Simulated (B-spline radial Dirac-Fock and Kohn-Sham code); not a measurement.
Cl: input and output of one calculation

ΔSCF core binding energies without Breit or QED terms, calculated with a radial atomic solver. Keys: rel is the Hamiltonian (dirac, or spin-free x2c and nr, where L3 and M5 stand for the whole 2p and 3d shells), method is hf or an exchange,correlation pair (spin-unpolarised, also for the hole states), nuc the nuclear model, radius_factor scales its radius, rmax is the box in bohr, h the logarithmic mesh step, order the B-spline order, points the quadrature points per cell, c_factor scales the speed of light, and damp, ndamp, maxit and tol steer the iteration. The run stops when the commutator error falls below 10·tol·max(1, Z/10), or the numerical noise floor, and the energy has settled to about 1e-8 Ha; the virial ratio is −V/T.

Input (task.json):

```json
{"items": [{"Z": 17, "q": 0, "cfg": [[1, 0, 2], [2, 0, 2], [2, 1, 6], [3, 0, 2], [3, 1, 5]], "A": 35, "rrms": 3.3654, "do": "settings", "holes": ["K", "L3", "M5"],
  "settings": [{"rel": "dirac", "method": "hf", "nuc": "fermi", "radius_factor": 1.0, "rmax": 25.0, "h": 0.3, "order": 8, "points": 10, "c_factor": 1.0, "maxit": 60, "damp": 0.5, "ndamp": 3, "tol": 1e-08}]}]}
```

Command: `python xray2_run.py task.json out`

Ground-state iterations:

```
iter   energy (Ha)        error
   1     -458.80393625  6.48e-01
   2     -460.60995600  1.17e-01
   3     -460.89539611  4.22e-02
   4     -460.93250186  1.55e-02
   5     -460.93791561  4.41e-03
   6     -460.93835873  2.15e-04
   7     -460.93836493  1.04e-04
   8     -460.93836521  1.55e-05
   9     -460.93836522  8.51e-07
  10     -460.93836522  7.74e-08
```

The ground state converged in 10 iterations, with total energy -460.93837 Ha, virial ratio 1.99367 and highest orbital energy -13.72 eV. ΔSCF binding energies: K (1s) 2834.0 eV. Holes are computed only in closed shells, and unreliable hole states are left out.
